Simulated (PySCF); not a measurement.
Several molecules and their computed UV-vis stick spectra, shuffled. Computed, not measured: TDDFT PBE0/def2-SVPD, vertical, gas phase, core orbitals frozen in the response (PySCF). Geometries: PBE0-D3(BJ)/def2-SVP; one conformer of each isolated species. Triplets are in the Tamm–Dancoff approximation. Atoms past krypton carry core potentials; spin–orbit coupling is left out.

A. `C#CC1[CH2][GeH2][CH2]1`
B. `Cl[Si](Cl)([GeH3])[GeH3]`
C. `[NH3]->[Sn](<-[NH3])([Cl])([Cl])([Cl])[Cl]`

Lowest singlet levels (six at most, fewer where fewer were computed) with oscillator strengths:

1. 218 nm (f 0.007); 215 nm (f 0.000); 193 nm (f 0.478); 183 nm (f 0.000); 176 nm (f 0.002); 174 nm (f 0.000); T1 5.13 eV
2. 202 nm (f 0.001); 192 nm (f 0.063); 189 nm (f 0.001); 177 nm (f 0.112); 175 nm (f 0.011); 173 nm (f 0.042)
3. 288 nm (f 0.000); 251 nm (f 0.077 summed over 2 states); 245 nm (f 0.000); 236 nm (f 0.000 summed over 2 states); 229 nm (f 0.041); 215 nm (f 0.000); T1 4.05 eV

Task: Which spectrum belongs to which structure?

Result: 1 = B, 2 = A, 3 = C.
- A: S1 at 6.14 eV, HOMO→LUMO (81%), HOMO→LUMO+6 (9%); Löwdin shares by element: HOMO (one of a set within 0.03 eV) carbon 79% or more (atoms not listed hold the other 21%); LUMO germanium 31%, carbon 20% or more, hydrogen 10% or more (atoms not listed hold the other 40%); HOMO -7.52 and LUMO 0.01 eV; point group Cs.
- B: S1 at 5.69 eV, HOMO→LUMO (96%); Löwdin shares by element: HOMO germanium 35%, silicon 22%, chlorine 14% or more (atoms not listed hold the other 29%); LUMO germanium 33%, silicon 28%, chlorine 11% or more (atoms not listed hold the other 27%); HOMO -7.78 and LUMO -0.88 eV.
- C: S1 at 4.30 eV, HOMO→LUMO (99%); Löwdin shares by element: HOMO chlorine 100%; LUMO chlorine 42% or more, tin 25% (atoms not listed hold the other 33%); HOMO -7.84 and LUMO -2.26 eV.
